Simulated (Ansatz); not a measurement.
```yaml
crystal:
  periodic: [false, false, false]
  atoms:
    - {symbol: Ti, position_ang: [0.044939, -1.120322, -0.192409]}
    - {symbol: O, position_ang: [-0.450660, 0.306588, 0.505063]}
    - {symbol: O, position_ang: [0.507925, 0.666687, -0.344074]}
basis:
  gaussian: {orbitals: ANO-RCC-VTZP}
hamiltonian: {xc: {name: HF}, pseudopotentials: {relativity: none}}
correlation: {method: ccsd, electrons: outside_noble_gas}
```

```sh
$ ansatz run in.yaml --threads 4 --pin off --events-out ev --progress --plain --max-ram 3916MiB
```

Output, abridged:

```
Functional definition: HF
815 factors; integrals over basis functions are off by at most 1.1e-3 eV
mean field evaluation 1: about -27102.7076 eV, gradient 5.6e1 eV
mean field evaluation 2: about -27103.1811 eV, gradient 5.7e1 eV
mean field evaluation 4: about -27110.8577 eV, gradient 1.1e1 eV
mean field evaluation 8: about -27111.5756 eV, gradient 1.9e0 eV
mean field evaluation 16: about -27111.8489 eV, gradient 8.5e-1 eV
mean field evaluation 32: about -27110.3318 eV, gradient 1.1e1 eV
mean field evaluation 64: about -27111.6401 eV, gradient 1.6e0 eV
mean field evaluation 96: about -27102.4755 eV, gradient 8.0e-1 eV
mean field evaluation 128: about -27111.9964 eV, gradient 5.4e-1 eV
mean field evaluation 160: about -27110.8514 eV, gradient 1.2e1 eV
mean field evaluation 192: about -27111.9961 eV, gradient 3.5e-1 eV
mean field evaluation 224: about -27111.2302 eV, gradient 3.8e-1 eV
mean field evaluation 256: about -27110.8657 eV, gradient 1.5e0 eV
mean field evaluation 288: about -27110.3440 eV, gradient 2.1e0 eV
mean field evaluation 320: about -27105.5909 eV, gradient 4.4e1 eV
mean field evaluation 352: about -27111.2395 eV, gradient 5.8e-3 eV
mean field evaluation 384: about -27110.4426 eV, gradient 9.6e0 eV
mean field evaluation 416: about -27102.4746 eV, gradient 1.7e-1 eV
mean field evaluation 448: about -27108.3020 eV, gradient 1.7e1 eV
mean field evaluation 480: about -27111.9982 eV, gradient 3.8e-3 eV
mean field -27111.99824581 eV, -996.3475583610 hartree, gradient 2.1e-6 eV, S^2 0.000000; 15 other end points of the search recorded, 0 dependent functions left out; unrestricted orbitals would lower it
mean field evaluation 512: about -27113.5324 eV, gradient 2.2e0 eV
determinant -27111.99824581 eV, -996.3475583610 hartree, with singles and doubles -27128.51820363 eV, -996.9546556134 hartree
determinant -27111.23952242 eV, -996.3196757909 hartree, with singles and doubles -27126.89016449 eV, -996.8948262784 hartree
determinant -27110.48234617 eV, -996.2918500769 hartree, with singles and doubles -27126.22537775 eV, -996.8703958163 hartree
determinant -27102.47760781 eV, -995.9976813680 hartree, with singles and doubles -27118.94949481 eV, -996.6030120501 hartree
mean field evaluation 544: about -27111.9982 eV, gradient 5.7e-3 eV
mean field evaluation 576: about -27112.7074 eV, gradient 2.7e0 eV
[...]
cycle  11  -16.55102963 eV  change   -2.4e-4 eV  update   5.2e-4
cycle  12  -16.55109252 eV  change   -6.3e-5 eV  update   3.9e-4
cycle  13  -16.55125536 eV  change   -1.6e-4 eV  update   3.0e-4
cycle  14  -16.55118278 eV  change    7.3e-5 eV  update   2.2e-4
cycle  15  -16.55135711 eV  change   -1.7e-4 eV  update   1.6e-4
cycle  16  -16.55129136 eV  change    6.6e-5 eV  update   1.1e-4
cycle  17  -16.55140736 eV  change   -1.2e-4 eV  update   7.2e-5
cycle  18  -16.55143079 eV  change   -2.3e-5 eV  update   4.8e-5
cycle  19  -16.55150054 eV  change   -7.0e-5 eV  update   3.5e-5
cycle  20  -16.55152894 eV  change   -2.8e-5 eV  update   2.3e-5
cycle  21  -16.55154188 eV  change   -1.3e-5 eV  update   1.4e-5
cycle  22  -16.55154550 eV  change   -3.6e-6 eV  update   9.0e-6
WARN: the results are in doubt because among natural orbitals full CI differs from the method by -0.145 eV
WARN: the results are in doubt because the basis set is contracted for relativity, which is off
Total energy: -27128.54979131 eV, -996.9558164390 hartree
In doubt: the basis set is contracted for relativity, which is off
In doubt: among natural orbitals full CI differs from the method by -0.145 eV
```

Run time 20 s (4 threads of Arm Neoverse V1 on a shared host).

DK, ANO-RCC and x2c sets are all-electron and run with scalar relativity unless a key says otherwise. Correlated methods freeze 11 core orbitals. The program marks the result for the charge 0 singlet as doubtful (large difference, missing relativity). T1 of the charge 0 singlet is large (up to 0.090), so the single-reference result is doubtful. The restricted singlet (for correlated methods, its reference) is unstable: a solution with broken spin symmetry lies lower.
